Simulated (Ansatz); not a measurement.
Program: Ansatz. Geometries: PBE0-D4/def2-TZVP. ΔE: electronic, gas phase. CCSD(T)/CBS adds triple-zeta CCSD(T) − MP2 to the extrapolated MP2 energy (def2 sets, frozen cores). This one scheme is used for every species. Functionals use def2-TZVPP. Each species was taken in one conformer, which may not be the lowest.

Consider the ligand exchange at a B–O bond: `C[SiH2]BO[SiH3]` + `[NH2][AlH2]` → `C[SiH2]B[NH][AlH2]` + `O[SiH3]`.

```json
{"species": "`C[SiH2]BO[SiH3]`", "ωB97X-V energy (Eh)": "-722.58777"}
{"species": "`[NH2][AlH2]`", "ωB97X-V energy (Eh)": "-299.58170"}
{"species": "`C[SiH2]B[NH][AlH2]`", "ωB97X-V energy (Eh)": "-655.03738"}
{"species": "`O[SiH3]`", "ωB97X-V energy (Eh)": "-367.12562"}
```

**Question.** Work out ΔE.

**Answer.** ΔE = (-655.03738) + (-367.12562) − (-722.58777) − (-299.58170) = 0.00647 Eh = +17.0 kJ/mol. CCSD(T)/CBS gives +15.3 kJ/mol.

Largest T1 diagnostic among the species: 0.013.

The D4 term adds −5.0 kJ/mol with B3LYP and −2.8 kJ/mol with PBE0; it sums over pairs of atoms, weighted by their polarisabilities, and B3LYP, whose exchange is more repulsive, gets the larger term. In def2-TZVPP, CCSD(T) changes the Hartree–Fock value by −13.8 kJ/mol (the triples alone add −2.1 kJ/mol) and MP2 by −16.0 kJ/mol.

B3LYP here is the variant with VWN-RPA as its local correlation; programs differ in this.
